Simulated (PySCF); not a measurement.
PySCF input file for 6H-1,3-oxazine (C4H5NO), SMILES C1=CN=COC1, SMD-ωB97X/6-31G*. Coordinates come from a B3LYP-D3(BJ)/def2-SVP optimisation. A frequency run showed that this geometry is not a minimum. One conformer was computed; it need not be the lowest.

```python
import numpy as np
from pyscf import gto, scf, dft
from pyscf.solvent import smd

mol = gto.M(
    atom='''
    C    -1.03781242    0.90030572   -0.00000000
    C    -1.33768191   -0.40591099    0.00000000
    N    -0.35930992   -1.41741785    0.00000000
    C     0.85159307   -1.02404415    0.00000000
    O     1.31589297    0.23670621   -0.00000000
    C     0.39547321    1.34947110   -0.00000000
    H    -1.81493770    1.66865692   -0.00000000
    H    -2.37334249   -0.75644484    0.00000000
    H     1.68500267   -1.73744485    0.00000000
    H     0.63093574    1.96728900   -0.88698423
    H     0.63093574    1.96728900    0.88698423
    ''',
    basis='6-31G*',
    charge=0,
    spin=0,
    max_memory=1600,
    verbose=3,
)
mf = dft.RKS(mol, xc='wb97x').density_fit(auxbasis='def2-universal-jkfit')
mf.grids.level = 3
mf.conv_tol = 1e-9
mf.max_cycle = 100
mf.kernel()
res = {}
for name in ['water', 'diethylether', 'chloroform']:
    s = mf.SMD()
    s.with_solvent.solvent, s.with_solvent.sasa_ng = name, 194
    s.kernel(mf.make_rdm1())
    res[name] = (s.e_tot, s.with_solvent.get_cds(), s.dip_moment(), s.mo_energy, s.converged)
    print(f'SMD {name}: dG(solv) = {(s.e_tot - mf.e_tot) * 627.509474:.3f} kcal/mol, of which CDS {res[name][1] * 627.509474:.3f}')
```

Log of the run:

```
converged SCF energy = -285.283925213732
converged SCF energy = -285.291390999443
Dipole moment(X, Y, Z, Debye):  0.11646,  2.89787, -0.00000
SMD water: dG(solv) = -4.685 kcal/mol, of which CDS 2.095
converged SCF energy = -285.291839097591
Dipole moment(X, Y, Z, Debye):  0.13513,  2.62957, -0.00000
SMD diethylether: dG(solv) = -4.966 kcal/mol, of which CDS -0.953
converged SCF energy = -285.291747836871
Dipole moment(X, Y, Z, Debye):  0.13846,  2.65415, -0.00000
SMD chloroform: dG(solv) = -4.909 kcal/mol, of which CDS -0.522
```

The calculation finished and met its thresholds.

Cost: roughly 60 core-seconds.
